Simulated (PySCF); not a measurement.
Vibration and rotation of SbO

TPSS constants of SbO, ²Π (doublet), unpaired electrons π ↑ (Sb x2c-SVPall, O x2c-SVPall; spin-free X2C with a Gaussian nucleus (PySCF 2.14); masses 120.9038 and 15.9949 u):

```
ωe              : 815.4 cm⁻¹
ωexe            : 3.44 cm⁻¹
Be              : 0.34596 cm⁻¹
αe              : 0.00191 cm⁻¹
D (centrifugal) : 2.49e-07 cm⁻¹
De to Sb + O    : 4.11 eV
```

(1) Give the vibrational terms G(v) and spacings up to v = 6.

(2) How well does the Morse estimate ωe²/(4ωexe) reproduce De, and what is D0?

Spin–orbit coupling is left out, which matters for elements this heavy, above all for dissociation energies. The state was picked by a PBE0 search and need not be the measured ground state.

Results:

(1) G(v) = ωe(v+½) − ωexe(v+½)².

| v | G(v) (cm⁻¹) | G(v) − G(v−1) | Bv (cm⁻¹) |
| --- | --- | --- | --- |
| 0 | 406.8 |  | 0.3450 |
| 1 | 1215.4 | 808.5 | 0.3431 |
| 2 | 2017.0 | 801.6 | 0.3412 |
| 3 | 2811.8 | 794.8 | 0.3393 |
| 4 | 3599.6 | 787.9 | 0.3374 |
| 5 | 4380.6 | 781.0 | 0.3355 |
| 6 | 5154.8 | 774.1 | 0.3335 |

(2) It gives 5.99 eV, 146 % of the computed De. D0 = De − G(0) = 4.11 − 0.05 = 4.06 eV.
